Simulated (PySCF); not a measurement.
Compound: CHBr₃.
Numbering: `[Br:1][CH:2]([Br:3])[Br:4]` (hydrogens: H5 on C2)

Computed by this run: PBE0-D3(BJ)/def2-SVP geometry optimisation, gas phase in PySCF 2.14.0; density fitting, grid level 1; the optimiser is geomeTRIC in internal coordinates, started from a GFN2-xTB structure with every atom displaced at random (about 0.01 Å).

Step 1: E = -211139.9454 eV
```
atom  x, y, z in Å  |  force x, y, z in eV/Å
Br1     0.0620    1.5069   -1.0013    0.863   1.186  -0.945
C2      0.1056   -0.0301    0.0909   -0.758   1.208   1.033
Br3     1.1822   -1.3998   -0.5135    0.746  -1.051  -0.426
Br4    -1.7361   -0.4238    0.3007   -1.115  -1.133   0.487
H5      0.4244    0.3093    1.0853    0.264  -0.211  -0.148
```

Step 2: E = -211140.1393 eV
```
atom  x, y, z in Å  |  force x, y, z in eV/Å
Br1     0.1242    1.5511   -1.0244    0.322   0.296  -0.328
C2      0.0811   -0.0114    0.0844   -0.608   0.847   0.631
Br3     1.1788   -1.4046   -0.5141    0.385  -0.592  -0.275
Br4    -1.7654   -0.4866    0.3411   -0.245  -0.437   0.080
H5      0.4194    0.3140    1.0749    0.147  -0.114  -0.108
```

Task: Estimate the geometry and energy of step 3. (The exact step hangs on the optimiser's Hessian estimate; all steps are aligned on step 2, rigid shifts and turns removed.)

Result: E = -211140.1916 eV, largest force 0.296 eV/Å
```
atom  x, y, z in Å  |  force x, y, z in eV/Å
Br1     0.1552    1.5640   -1.0434    0.092   0.011  -0.002
C2      0.0624    0.0174    0.1039   -0.249   0.149  -0.062
Br3     1.1649   -1.4156   -0.5294    0.062  -0.045   0.017
Br4    -1.7718   -0.5303    0.3443    0.020  -0.070   0.043
H5      0.4275    0.3270    1.0866    0.075  -0.044   0.004
```

The energy changes by -0.0524 eV. The first-order estimate −F·Δx gives -0.0930 eV and the mean of the old and new forces, exact on a quadratic surface, -0.0531 eV. The step makes an angle of 42° with the force vector and moves no atom by more than 0.044 Å.

What follows is the cost of the whole optimisation. The run took 46 s wall on one thread of an Arm Neoverse V1, shared host with 32 logical CPUs at a one-minute load of 15, and the process peaked at 0.52 GiB of memory.
